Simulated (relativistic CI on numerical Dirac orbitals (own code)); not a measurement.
Inner-shell lines of Nb9+

Computed by Dirac-Coulomb-Breit CI, separate exchange-only KLI orbitals for each configuration, model QED (radiative potential, 1s self-energy scaled to tabulated hydrogen-like ionisation energies), valence Slater integrals scaled by 0.85 (own radial code, finite nucleus).

Configuration list (outside the closed core 1s2 2s2 3s2 3p6 3d10): 2p⁶4s²4p², 2p⁵4s²4p²4d, 2p⁵4s²4p²5s, 2p⁵4s²4p²5d, 2p⁵4s4p³5s, 2p⁶4s4p³. Levels of other configurations are missing.

The table holds the strongest lines. The upper levels have an inner-shell vacancy. Auger decay, open to those above the ionisation limit, is not computed, and radiative decays to configurations outside the model are missing too. Absolute energies can be off by a few tenths of a per cent, so close lines can change order. LS names give the leading component, which can be well under half, for lower levels too. Brackets number the levels in order of energy.

| E (eV) | Upper | Lower | A (s⁻¹) | gA (s⁻¹) |
| --- | --- | --- | --- | --- |
| 2406.33 | 2p⁵4s²4p²4d ³D°2 [74] | 2p⁶4s²4p² ¹D2 [4] | 3.93e+12 | 1.97e+13 |
| 2406.45 | 2p⁵4s²4p²4d ¹D°2 [53] | 2p⁶4s²4p² ³P2 [3] | 4.68e+12 | 2.34e+13 |
| 2406.60 | 2p⁵4s²4p²4d ³D°2 [49] | 2p⁶4s²4p² ³P1 [2] | 9.87e+12 | 4.94e+13 |
| 2406.60 | 2p⁵4s²4p²4d ³D°3 [54] | 2p⁶4s²4p² ³P2 [3] | 5.32e+12 | 3.72e+13 |
| 2406.66 | 2p⁵4s²4p²4d ³D°1 [37] | 2p⁶4s²4p² ³P0 [1] | 7.07e+12 | 2.12e+13 |
| 2406.82 | 2p⁵4s²4p²4d ¹F°3 [75] | 2p⁶4s²4p² ¹D2 [4] | 2.95e+12 | 2.07e+13 |
| 2407.08 | 2p⁵4s²4p²4d ³D°3 [57] | 2p⁶4s²4p² ³P2 [3] | 4.90e+12 | 3.43e+13 |
| 2407.73 | 2p⁵4s²4p²4d ¹F°3 [82] | 2p⁶4s²4p² ¹D2 [4] | 4.59e+12 | 3.21e+13 |
| 2407.98 | 2p⁵4s²4p²4d ³D°3 [84] | 2p⁶4s²4p² ¹D2 [4] | 6.80e+12 | 4.76e+13 |
| 2409.28 | 2p⁵4s²4p²4d ³S°1 [73] | 2p⁶4s²4p² ³P2 [3] | 7.18e+12 | 2.16e+13 |
| 2411.74 | 2p⁵4s²4p²4d ¹P°1 [100] | 2p⁶4s²4p² ¹D2 [4] | 5.93e+12 | 1.78e+13 |
| 2469.41 | 2p⁵4s²4p²5d ³D°1 [159] | 2p⁶4s²4p² ³P0 [1] | 5.63e+12 | 1.69e+13 |
| 2469.63 | 2p⁵4s²4p²5d ³S°1 [188] | 2p⁶4s²4p² ³P1 [2] | 5.74e+12 | 1.72e+13 |
| 2469.97 | 2p⁵4s²4p²5d ³P°2 [222] | 2p⁶4s²4p² ³P2 [3] | 4.80e+12 | 2.40e+13 |
| 2470.54 | 2p⁵4s²4p²5d ¹P°1 [269] | 2p⁶4s²4p² ¹D2 [4] | 5.87e+12 | 1.76e+13 |
| 2470.63 | 2p⁵4s²4p²5d ¹P°1 [291] | 2p⁶4s²4p² ¹S0 [5] | 5.64e+12 | 1.69e+13 |
| 2499.46 | 2p⁵4s²4p²4d ³D°2 [326] | 2p⁶4s²4p² ³P2 [3] | 4.46e+12 | 2.23e+13 |
| 2499.64 | 2p⁵4s²4p²4d ³D°3 [329] | 2p⁶4s²4p² ³P2 [3] | 4.75e+12 | 3.33e+13 |
| 2499.70 | 2p⁵4s²4p²4d ³D°1 [314] | 2p⁶4s²4p² ³P0 [1] | 5.77e+12 | 1.73e+13 |
| 2500.42 | 2p⁵4s²4p²4d ³G°3 [342] | 2p⁶4s²4p² ¹D2 [4] | 3.81e+12 | 2.67e+13 |
